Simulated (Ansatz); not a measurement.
Mulliken charges of `SC=C=[Se]` from r2SCAN/def2-TZVPP in Ansatz (PBE0-D4/def2-TZVP geometry).

```json
{"atom": "S1", "x (Å)": "1.122", "y (Å)": "0.529", "z (Å)": "-1.085", "charge (e)": "-0.105"}
{"atom": "C2", "x (Å)": "0.341", "y (Å)": "-0.116", "z (Å)": "0.362", "charge (e)": "-0.176"}
{"atom": "C3", "x (Å)": "-0.807", "y (Å)": "-0.724", "z (Å)": "0.221", "charge (e)": "0.024"}
{"atom": "Se4", "x (Å)": "-2.287", "y (Å)": "-1.514", "z (Å)": "0.015", "charge (e)": "0.040"}
{"atom": "H5", "x (Å)": "0.833", "y (Å)": "1.829", "z (Å)": "-0.882", "charge (e)": "0.099"}
{"atom": "H6", "x (Å)": "0.841", "y (Å)": "-0.069", "z (Å)": "1.323", "charge (e)": "0.117"}
```

Problem. By hand: the dipole of these point charges (1 e Å = 4.8032 D).

Solution. Σ q r = (-0.108, 0.060, 0.124) e Å, of length 0.175 e Å = 0.84 D.

Problem. How does the dipole of the full density compare? (An estimate is asked.)

Solution. Computed: (-0.002, 0.150, 0.175) e Å, 1.11 D; the point charges give 0.76 times that, at 40° from its direction.

Point charges leave out the atoms' own dipoles, such as those of lone pairs, and Mulliken's split depends on the basis, so the two needn't agree.
